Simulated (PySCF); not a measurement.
Isomers of C6H7NS.

All values: PBE0/def2-SVPD (PySCF) at GFN2-xTB geometries, gas phase, one conformer each. Core orbitals are frozen in the response; Δα² is half the sum of the squared differences of the principal polarisabilities.

(1) Rank by HOMO energy, lowest first.
A. `[NH2:1][c:2]1[cH:3][cH:4][c:5]([SH:6])[cH:7][cH:8]1` with C4–C5–S6–H 1°
B. `[NH2:1][c:2]1[cH:3][cH:4][cH:5][cH:6][c:7]1[SH:8]` with C6–C7–S8–H -133°
C. `[CH3:1][S:2][c:3]1[cH:4][cH:5][cH:6][cH:7][n:8]1` with C1–S2–C3–C4 180°
D. `[cH:1]1[cH:2][s:3][c:4]([CH:5]2[CH2:6][CH2:7]2)[n:8]1` with S3–C4–C5–C6 145°

(2) Rank by mean static polarisability, lowest first.
A. `[cH:1]1[cH:2][s:3][c:4]([CH:5]2[CH2:6][CH2:7]2)[n:8]1` with S3–C4–C5–C6 145°
B. `[NH2:1][c:2]1[cH:3][cH:4][c:5]([SH:6])[cH:7][cH:8]1` with C4–C5–S6–H 1° (4-aminothiophenol)
C. `[NH2:1][c:2]1[cH:3][cH:4][cH:5][cH:6][c:7]1[SH:8]` with C6–C7–S8–H -133°

## Answers

(1) D (-6.71 eV), C (-6.28 eV), B (-6.11 eV), A (-5.55 eV).

(2) A (13.62 Å³), C (14.69 Å³), B (15.11 Å³).

All values together:

```
        SMILES  μ (D)  HOMO (eV)  LUMO (eV)  α (Å³)  Δα (Å³)
c1csc(C2CC2)n1   0.87      -6.71      -0.66   13.62     6.77
 C/N=C/c1cccs1   1.71      -6.65      -1.46   15.16    11.42
  Nc1ccc(S)cc1   2.85      -5.55      -0.36   15.11    11.18
    Nc1ccccc1S   1.89      -6.11      -0.35   14.69     8.78
    CSc1ccccn1   1.29      -6.28      -0.84   14.57     9.69
```

Conformers: `[cH:1]1[cH:2][s:3][c:4]([CH:5]2[CH2:6][CH2:7]2)[n:8]1` with S3–C4–C5–C6 145°; `[CH3:1]/[N:2]=[CH:3]/[c:4]1[cH:5][cH:6][cH:7][s:8]1` with N2–C3–C4–C5 179°; `[NH2:1][c:2]1[cH:3][cH:4][c:5]([SH:6])[cH:7][cH:8]1` with C4–C5–S6–H 1°; `[NH2:1][c:2]1[cH:3][cH:4][cH:5][cH:6][c:7]1[SH:8]` with C6–C7–S8–H -133°; `[CH3:1][S:2][c:3]1[cH:4][cH:5][cH:6][cH:7][n:8]1` with C1–S2–C3–C4 180°.
